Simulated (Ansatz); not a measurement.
Consider the silylene loss: `[CH3][AlH][O][SiH3]` → `[CH3][AlH][OH]` + `[SiH2]`.

Gas-phase electronic energies from Ansatz, PBE0-D4/def2-TZVP geometries. CBS: MP2 limit from def2 TZ/QZ plus the TZ coupled-cluster correction, frozen cores. This one scheme is used for every species. DFT in def2-TZVPP. One conformer a species, not always the lowest.

| level | ΔE (eV) |
| --- | --- |
| LDA (SPW92) | 3.70 |
| r2SCAN0-D4 | 3.79 |
| CAM-B3LYP-D4 | 3.65 |
| ωB97X-V | 3.66 |
| B2PLYP | 3.55 |
| HF/def2-SVP | 3.51 |
| SCS-MP2/def2-TZVPP | 3.64 |
| MP2/CBS(def2) | 3.78 |

Q: What does CCSD(T)/CBS give? (Estimate.)

A: The calculation gave: +3.56 eV. The listed levels differ from it by 0.14, 0.23, 0.09, 0.10, -0.01, -0.05, 0.08, 0.22 eV.

Q: What do rigid-rotor, harmonic-oscillator terms from PBE0-D4/def2-TZVP frequencies (298.15 K, 1 bar) make of the CCSD(T)/CBS value? (Best estimate.)

A: The calculation gave: ΔZPE = -0.12 eV, ΔH = +3.48 eV, ΔS = 117 J/(mol·K), ΔG = +3.11 eV. Modes under 50 cm⁻¹ make the entropy rough.

Largest T1 diagnostic among the species: 0.014.

From PBE to PBE0 (25 % exact exchange), in def2-TZVPP and without D4, ΔE moves by +0.16 eV. At CCSD(T), def2-SVP lies −0.20 eV from the extrapolated value and def2-TZVPP −0.06 eV. The D4 term adds +0.11 eV with B3LYP and +0.06 eV with PBE0; it sums over pairs of atoms, weighted by their polarisabilities, and B3LYP, whose exchange is more repulsive, gets the larger term.

B3LYP here is the variant with VWN-RPA as its local correlation; programs differ in this.
